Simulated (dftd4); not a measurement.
HCl₂OTi (SMILES [OH][Ti]([Cl])[Cl]), doublet, geometry from GFN2-xTB (such geometries of metal compounds can be far from the true shape) (the multiplicity is a formal guess); D4 for wb97x (dftd4).

Input for dftd4:
```
$ dftd4 mol.xyz --func wb97x --charge 0 --json dftd4.json --noedisp --grad

# file mol.xyz
5

Ti     0.31969214    -0.13895129     0.19185258
Cl    -1.54257096    -1.12716646     0.02465662
Cl     0.20257601     1.70958311    -0.82880992
O      1.66417554    -0.72331881     0.99869947
H      2.43328269    -1.05760426     1.46025349
```

It wrote (shortened):

```
                    ____  _____ _____     ____  _  _
      -------------|  _ \|  ___|_   _|---|  _ \| || |------------
     |             | | | | |_    | | ___ | | | | || |_           |
     |             | |_| |  _|   | ||___|| |_| |__   _|          |
     |             |____/|_|     |_|     |____/   |_|            |
     |             ===================================           |
     |            E. Caldeweyher, S. Ehlert & S. Grimme          |
     |          Mulliken Center for Theoretical Chemistry        |
     |                    University of Bonn                     |
      -----------------------------------------------------------

Rational (Becke-Johnson) damping: wb97x-D4-ATM
---------------------
  s6         1.0000
  s8         0.5093
  s9         1.0000
  a1         0.0662
  a2         5.4487
 alp        16.0000
--------------------

Dispersion energy:      -1.7769244655861E-02 Eh

Gradient norm:           2.9012999345462E-03 Eh/a0
--------------------------------------------------
     #    Z           dE/dx      dE/dy      dE/dz
--------------------------------------------------
     1   22 Ti    6.479E-05 -2.816E-05  3.888E-05
     2   17 Cl   -1.512E-03 -1.141E-03  4.340E-05
     3   17 Cl    2.339E-04  1.697E-03 -8.103E-04
     4    8 O     7.790E-04 -3.386E-04  4.675E-04
     5    1 H     4.341E-04 -1.887E-04  2.605E-04
--------------------------------------------------

Virial:
--------------------------------------------------
      component           x          y          z
--------------------------------------------------
          x       8.982E-03  2.026E-03  2.255E-03
          y       2.026E-03  8.759E-03 -3.880E-03
          z       2.255E-03 -3.880E-03  2.886E-03
--------------------------------------------------

[Info] Dispersion results written to 'dftd4.txt'
[Info] JSON dump of results written to 'dftd4.json'
```
